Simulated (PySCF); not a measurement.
CF₂I, SMILES I[C](F)F, multiplicity 2. Geometry: PBE-D3(BJ)/def2-SVP. The isomer is the one that the SMILES or the coordinates give; other isomers of the formula were not compared. The def2 effective core potentials stand for the cores of I; spin–orbit coupling is left out.

Computed equilibrium geometry at PBE-D3(BJ)/def2-SVP (PySCF confirms it by a frequency run) as bond lengths and angles, and its point group:
point group Cs.
Atoms: F1 C2 F3 I4. Bond lengths (Å): F1–C2 1.323, C2–F3 1.323, C2–I4 2.175. Angles (°): F1–C2–F3 110.1, F1–C2–I4 114.3, F3–C2–I4 114.3.
Charge 0, spin multiplicity 2.
